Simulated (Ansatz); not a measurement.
Ansatz (a quantum-chemistry and plane-wave program) input (CCSD(T)/STO-3G):

Ansatz 0.2 input:
```yaml
crystal:
  periodic: [false, false, false]
  atoms:
    - {symbol: Fe, position_ang: [-0.00277616, 0.01385819, -0.01453426]}
    - {symbol: Cl, position_ang: [-0.29888444, 1.47028558, -1.57727768]}
    - {symbol: S, position_ang: [0.30451990, -1.42820378, 1.64722621]}
    - {symbol: H, position_ang: [0.28089723, -2.50390745, 0.83599190]}
basis:
  gaussian:
    orbitals: STO-3G
magnetization: {spin_polarized: true, initial_magnetization: 4}
correlation: {method: ccsd_t, electrons: outside_noble_gas}
```

End of the output:

```
cycle  12  -2.25799476 eV  change    6.9e-5 eV  update   2.2e-4
cycle  13  -2.25792901 eV  change    6.6e-5 eV  update   1.4e-4
cycle  14  -2.25801397 eV  change   -8.5e-5 eV  update   7.4e-5
cycle  15  -2.25807707 eV  change   -6.3e-5 eV  update   4.2e-5
cycle  16  -2.25809452 eV  change   -1.7e-5 eV  update   2.7e-5
cycle  17  -2.25807122 eV  change    2.3e-5 eV  update   1.9e-5
cycle  18  -2.25804739 eV  change    2.4e-5 eV  update   1.4e-5
cycle  19  -2.25802125 eV  change    2.6e-5 eV  update   1.1e-5
cycle  20  -2.25800588 eV  change    1.5e-5 eV  update   7.8e-6
cycle  21  -2.25799043 eV  change    1.5e-5 eV  update   5.7e-6
cycle  22  -2.25797624 eV  change    1.4e-5 eV  update   4.0e-6
cycle  23  -2.25797018 eV  change    6.1e-6 eV  update   2.7e-6
coupled cluster: 0.06 GiB planned
perturbative correction -0.13758875 eV, -0.0050562933 hartree
Total energy: -57077.38915603 eV, -2097.5553630403 hartree
```

The spin state was set by rule; other spins were not relaxed.

The determinant is spin-contaminated: <S^2> is 6.72 against 6.00 for a pure state.
